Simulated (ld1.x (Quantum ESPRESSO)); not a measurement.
Se (Z = 34), TM: configuration errors across variants

- Element: Se (Z = 34)
- Generator: ld1.x (Quantum ESPRESSO) 7.5
- Type: norm-conserving Troullier–Martins (Kleinman–Bylander form)
- Functional: LDA (PZ)
- Relativity: scalar-relativistic
- Frozen core: [Ar] 3d10
- Valence charge: 6
- Reference configuration: 4s2 4p3.75 (charge +0.25)
- Partial waves: 4p (bound): rc 1.75 bohr; 4d channel at 0.05 Ry: rc 1.65 bohr; 4s (bound): rc 1.50 bohr
- Local potential: the s channel
- Core correction: none

All-electron excitation energies from the reference (eV): (1) 4s2 4p4 -1.925; (2) 4s2 4p3 9.083; (3) 4s2 4p2 29.642; (4) 4s0 4p6 20.169; (5) 4s2 4p0 103.370; (6) 4s2 4p4.3 -3.562; (7) 4s2 4p3.5 2.462; (8) 4s2 4p3.75 spin -0.789; (9) 4s2 4p4 spin -2.519.

Spin tests fill each open shell by Hund’s rule, majority spin first.

2 further variants failed, have other tests or another functional or relativity, and are left out.

A true bound ghost makes a file unfit for plane-wave use even where its test errors are small: the radial tests pick states by their node count and pass the ghost by.

Errors AE − PS in meV (a dash: test not solved or not reliable):

| change | (1) | (2) | (3) | (4) | (5) | (6) | (7) | (8) | (9) | bound ghosts |
| --- | --- | --- | --- | --- | --- | --- | --- | --- | --- | --- |
| base | +0.4 | -0.1 | +10 | +19 | +218 | +0.9 | -0.2 | +113 | +83 | d |
| type PAW; waves now 4s (bound): rcut 1.30, rcutus 1.50 bohr; 4s channel at -0.8 Ry: rcut 1.30, rcutus 1.50 bohr; 4p (bound): rcut 1.50, rcutus 1.75 bohr; 4p channel at 0.1 Ry: rcut 1.50, rcutus 1.75 bohr; 4d channel at 0.05 Ry: rcut 1.45, rcutus 1.65 bohr; local potential all-electron potential smoothed inside 1.55 bohr (lloc = -1); core correction a·sin(br)/r model core, default radius (ld1.x builds one for every PAW set, though the input has nlcc=.false.); augmentation PSQ, radius 1.35 bohr | +0.3 | -3.1 | -23 | -15 | -243 | +0.5 | -0.5 | -0.4 | -0.2 | none |
| wave 4p (bound): rc 1.75 bohr becomes 4p (bound): rc 1.84 bohr | +0.4 | -0.1 | +9.7 | +20 | +215 | +0.9 | -0.3 | +112 | +82 | d |
| wave 4d channel at 0.05 Ry: rc 1.65 bohr becomes 4d channel at 0.01 Ry: rc 1.65 bohr | +0.4 | -0.1 | +10 | +19 | +218 | +0.9 | -0.2 | +113 | +83 | d |
| wave 4s (bound): rc 1.50 bohr becomes 4s (bound): rc 1.34 bohr | +0.4 | -0.3 | +9.1 | +18 | +225 | +0.8 | -0.3 | +113 | +83 | d |
| wave 4d channel at 0.05 Ry: rc 1.65 bohr becomes 4d channel at 0.05 Ry: rc 2.00 bohr | +0.4 | -0.1 | +10 | +19 | +218 | +0.9 | -0.2 | +113 | +83 | none |

Problem. Give the same row for: core correction a·sin(br)/r model core inside 1.66 bohr.

Solution. +0.3, -2.1, -9.4, -2.0, -17, +0.4, -0.4, +52, +38; bound ghosts: d.
